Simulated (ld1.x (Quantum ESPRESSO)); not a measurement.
## Ranking TM potentials for Si

All share these settings but for the change named:

| Quantity | Value |
| --- | --- |
| Element | Si (Z = 14) |
| Generator | ld1.x (Quantum ESPRESSO) 7.5 |
| Type | norm-conserving Troullier–Martins (Kleinman–Bylander form) |
| Functional | LDA (PZ) |
| Relativity | scalar-relativistic |
| Frozen core | [Ne] |
| Valence charge | 4 |
| Reference configuration | 3s1.75 3p2.25 |
| Partial waves | 3s (bound): rc 1.70 bohr; 3p (bound): rc 1.60 bohr |
| Local potential | all-electron potential smoothed inside 1.55 bohr (lloc = -1) |
| Core correction | none |

Cutoff: the first of the cutoffs (Ry, on a coarse ladder) from which the occupation-weighted sum of valence levels, in a spherical-Bessel basis at the reference potential, stays within 10 and 1 mRy of its value at 400 Ry; the density cutoff is not measured.

The base gives 18 Ry.

Of 11 variants that were run, those that failed, showed a ghost or another fault, or gave nearly equal values are left out.

A variant can come out equal or close to the base.

Q: Rank these variants from softest to hardest (loose cutoff).
A. wave 3p (bound): rc 1.60 bohr becomes 3p (bound): rc 1.38 bohr
B. wave 3s (bound): rc 1.70 bohr becomes 3s (bound): rc 1.40 bohr
C. functional PBE
D. local potential all-electron potential smoothed inside 1.70 bohr (lloc = -1)
E. local potential the p channel

A: D (18 Ry), C (21 Ry), E (25 Ry), B (35 Ry), A (50 Ry).
